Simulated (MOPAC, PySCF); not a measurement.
H$_{2}$Br$_{3}$NSi, SMILES `N[Si](Br)(Br)Br`, neutral singlet in the gas phase. 

Z-matrix (Å, degrees):
```
Si
N 1 1.6888
H 2 1.0079 1 120.78
H 2 1.0079 3 113.01 1 -154.17
Br 1 2.2156 2 107.84 3 164.26
Br 1 2.2156 2 107.84 3 43.57
Br 1 2.2302 2 115.07 3 -76.09
```
Charge 0, spin multiplicity 1.

All levels are single points at this geometry (B3LYP-D3(BJ)/def2-TZVP); Pople sets use spherical d functions. Orbital energies aren't observables, and empty levels follow the basis.

PM7 in MOPAC gives dipole (D) = 2.78.

Estimate the dipole (D) from each of these levels: B3LYP-D3(BJ)/def2-TZVP in PySCF; M06-2X/def2-TZVP in PySCF; B3LYP/3-21G in PySCF; B3LYP/6-31G* in PySCF; B3LYP/LANL2DZ in PySCF; BP86/6-31G* in PySCF; HF/3-21G in PySCF; PM3 in MOPAC.


```json
[
 {"level": "B3LYP-D3(BJ)/def2-TZVP in PySCF", "dipole (D)": "2.37"},
 {"level": "M06-2X/def2-TZVP in PySCF", "dipole (D)": "2.38"},
 {"level": "B3LYP/3-21G in PySCF", "dipole (D)": "3.01"},
 {"level": "B3LYP/6-31G* in PySCF", "dipole (D)": "2.74"},
 {"level": "B3LYP/LANL2DZ in PySCF", "dipole (D)": "2.99"},
 {"level": "BP86/6-31G* in PySCF", "dipole (D)": "2.76"},
 {"level": "HF/3-21G in PySCF", "dipole (D)": "3.23"},
 {"level": "PM3 in MOPAC", "dipole (D)": "4.34"}
]
```
